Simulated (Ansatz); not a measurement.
Ansatz results at the PBE0-D4/def2-TZVP geometry: size of the dipole moment (B3LYP/def2-TZVPP) 0.01 D; LUMO energy (ωB97M-V/def2-TZVPP) 0.22 eV; size of the dipole moment (ωB97M-V/def2-TZVPP) 0.01 D.

Each molecule was computed in one conformer, which needn't be the lowest.

Problem. Which molecule gave them?
A. `[F][Al]([Cl])[GeH3]`
B. `C[N](C)[Al]([SH])[Br]`
C. `O=C=[N][Al]([N]=C=O)[N]=C=O`
D. `CC[N](C)[Al]([Cl])[Cl]`

Solution. C. The others give `CC[N](C)[Al]([Cl])[Cl]`: 2.34, 1.18, 2.29; `C[N](C)[Al]([SH])[Br]`: 1.39, 1.21, 1.37; `[F][Al]([Cl])[GeH3]`: 1.53, 0.13, 1.49.

B3LYP here is the variant with VWN-RPA as its local correlation; programs differ in this.
